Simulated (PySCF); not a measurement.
**Telling isomers of C$_{9}$H$_{16}$ apart by NMR**

- geometry from GFN2-xTB
- σ from GIAO-PBE0/pcSseg-1
- program: PySCF 2.14
- one conformer, averaged over atoms made equivalent by symmetry, fast rotation or ring inversion, no relativistic terms, isolated molecule

Chemical shifts δ = σref − σ; 1H (σ = 31.72 ppm), 13C (σ = 186.93 ppm) against TMS, all at this level. Where no couplings were computed, multiplicities follow the n + 1 count of equivalent neighbours, and m marks all less simple cases (inequivalent or close neighbours, rings, F or P nearby). Shifts are as computed. Against solution values, carbons near 30 ppm lie about +3 ppm off and those near 130 ppm about +5 ppm. Of 1211 compounds with measured shifts, 218 miss one by over three times the rms of a fit or turn the order of signals round; such compounds aren't used in these exercises.

(1) Tabulate the signals of `CCC#CCC(C)(C)C`, `C=C(C)C(=C)C(C)(C)C` and their relative energies.

(2) What is the quickest way to tell CCC#CCC(C)(C)C from C=C(C)C(=C)C(C)(C)C?

## Answers

(1) 
| SMILES | carbon types | δC | δH | E rel. (kcal/mol) |
| --- | --- | --- | --- | --- |
| CCC#CCC(C)(C)C | 3×C 2×CH2 4×CH3 | 91.4, 86.0, 35.7, 33.4, 30.6, 17.7, 16.0 | 2.36 (q, 2H), 2.12 (s, 2H), 1.23 (t, 3H), 1.06 (s, 9H) | 5.3 |
| C=C(C)C(=C)C(C)(C)C | 3×C 2×CH2 4×CH3 | 171.5, 157.3, 120.0, 115.5, 38.5, 32.4, 31.0 | 5.39 (br s, 1H), 5.24 (br s, 1H), 5.02 (br s, 1H), 4.81 (br s, 1H), 2.09 (s, 3H), 1.16 (s, 9H) | 0.0 |

Energies are electronic energies at PBE0/pcSseg-1 on these geometries, without zero-point or thermal terms, each for the one conformer computed, which needn't be the lowest.

(2) Both give the same number of carbon signals, with the same numbers of each carbon type, so the positions decide. The first has a propargylic sp3 CH2 at 35.7 ppm, the second a fully substituted alkene carbon (C) at 171.5 ppm. Their most deshielded carbons lie at 91.4 and 171.5 ppm. In the proton spectra the most deshielded non-exchanging signals are 2.36 (q, 2H) and 5.39 (br s, 1H).
